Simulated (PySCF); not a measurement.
Isomers of C7H10, one GFN2-xTB conformer each. Single-point energies are computed at PBE0/pcSseg-1 (PySCF, gas phase, no added dispersion term), electronic only.

```tsv
SMILES	GFN2-xTB relative energy (kcal/mol)
C=C/C=C\C=C/C	0.0
C#C/C=C(/C)CC	3.8
```

Conformers: `[CH2:1]=[CH:2]/[CH:3]=[CH:4]\[CH:5]=[CH:6]/[CH3:7]` with C1–C2–C3–C4 180°, C3–C4–C5–C6 180°; `[CH:1]#[C:2]/[CH:3]=[C:4](/[CH3:5])[CH2:6][CH3:7]` with C3–C4–C6–C7 91°.

**Question.** What does PBE0/pcSseg-1 give for the same structures?

**Answer.** 
```
       SMILES  PBE0/pcSseg-1 E (Eh)  PBE0/pcSseg-1 (kcal/mol)  GFN2-xTB (kcal/mol)  point group
C=C/C=C\C=C/C            -272.33490                       0.0                  0.0           Cs
C#C/C=C(/C)CC            -272.30957                      15.9                  3.8           C1
```

Both levels put the same isomer lowest. As drawn, the higher has a C≡C bond, which the lower lacks.

**Question.** Which frontier levels, dipoles and rotational constants go with these structures?

**Answer.** 
| SMILES | HOMO (eV, PBE0/pcSseg-1) | LUMO (eV) | dipole (D) | A, B, C (MHz) |
| --- | --- | --- | --- | --- |
| C=C/C=C\C=C/C | -6.05 | -1.22 | 0.69 | 11842, 1011, 937.0 |
| C#C/C=C(/C)CC | -6.60 | -0.52 | 1.24 | 3729, 1953, 1398 |
